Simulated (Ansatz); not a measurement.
(BeS)n: PBE-D4/def2-SVP single points in Ansatz on relaxed structures, gas phase. Binding counts from free atoms in the multiplicity of their measured ground term, without zero-point energy. The structures are stationary points that may keep the symmetry of their start.

```
            species  atoms    state           geometry  HOMO (eV)  LUMO (eV)  gap (eV)  binding per atom (eV)  point group (within 0.1 Å)
(BeS)2 ring (Be2S2)      4  singlet  PBE0-D4/def2-TZVP      -5.77      -3.65      2.12                   3.28                         D2h
(BeS)3 ring (Be3S3)      6  singlet    PBE-D4/def2-SVP      -6.69      -3.40      3.30                   3.74                         D3h
(BeS)6 ring (Be6S6)     12  singlet  B3LYP-D4/def2-SVP      -7.14      -2.39      4.74                   3.83                         D3d
```

The gap (eV) runs from 2.12 ((BeS)2 ring) to 4.74 ((BeS)6 ring). The binding per atom (eV) runs from 3.28 ((BeS)2 ring) to 3.83 ((BeS)6 ring).
